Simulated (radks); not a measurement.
Species: Yb. Configuration: [Xe] 4f14 6s2 (the NIST ground configuration). Calculated with a radial shooting solver on a logarithmic mesh with Libxc functionals: scalar-relativistic Kohn-Sham, PBEsol, spin-polarised, spherical densities, finite nucleus; Fermi nuclear charge, rms radius 5.3108 fm.

Local quantities along the radius. ELF = 1/(1 + alpha^2) is the electron localisation function; alpha = (tau - tau_W)/tau_unif compares the Pauli kinetic energy density with that of the uniform gas (summed over spins); r v_xc is r times the local exchange-correlation potential of spin up (hartree bohr); 4 pi r^2 rho is in e/bohr; s = |grad rho|/(2 (3 pi^2)^(1/3) rho^(4/3)) is the reduced gradient. tau is taken from the large components.

r (bohr),ELF,alpha,r v_xc,4 pi r^2 rho,s
0.0009797,0.999,0.02355,-0.1055,5.827,0.8754
0.001338,0.999,0.02482,-0.1252,9.477,0.7543
0.001829,0.999,0.02716,-0.1522,15.13,0.6686
0.002478,0.999,0.03104,-0.1864,23.28,0.6128
0.003386,0.999,0.03779,-0.2299,35.02,0.5798
0.004625,0.998,0.04971,-0.2819,50.29,0.5690
0.006319,0.995,0.07224,-0.3405,67.81,0.5799
0.008633,0.986,0.1191,-0.4015,84.12,0.6136
0.01179,0.951,0.2279,-0.4573,93.84,0.6682
0.01611,0.800,0.4999,-0.4992,93.05,0.7211
0.02184,0.475,1.052,-0.5258,85.87,0.6839
0.02983,0.331,1.421,-0.5704,85.98,0.4552
0.04075,0.530,0.9424,-0.6953,104.7,0.2833
0.05568,0.735,0.5997,-0.8352,125.6,0.3434
0.07606,0.635,0.7579,-0.8976,117.8,0.4742
0.1039,0.349,1.365,-0.9053,97.25,0.3923
0.142,0.540,0.9234,-1.074,107.7,0.2134
0.1924,0.730,0.6076,-1.214,109.0,0.3774
0.2628,0.382,1.273,-1.110,67.37,0.5504
0.3591,0.381,1.274,-1.190,57.07,0.1730
0.4906,0.711,0.6372,-1.408,64.27,0.2983
0.6702,0.545,0.9145,-1.328,40.02,0.5383
0.9156,0.345,1.377,-1.168,19.92,0.5468
1.251,0.520,0.9606,-1.141,12.04,0.5756
1.695,0.476,1.048,-1.004,5.722,0.9106
2.316,0.150,2.384,-0.7610,1.881,1.266
3.164,0.192,2.051,-0.6943,0.8601,0.9641
4.322,0.807,0.4888,-0.7055,0.5019,1.265
5.905,0.952,0.2235,-0.5137,0.1670,2.568
8.067,0.906,0.3223,-0.3524,0.02440,6.215
11.02,0.354,1.351,-0.1803,0.001296,20.69

On this mesh the ELF has minima near r = 0.030, 0.10, 0.31, 0.92, 2.7 bohr, which separate the shells, and maxima near 0.056 (0.74), 0.19 (0.73), 0.49 (0.71), 1.5 (0.55), 5.9 (0.95).
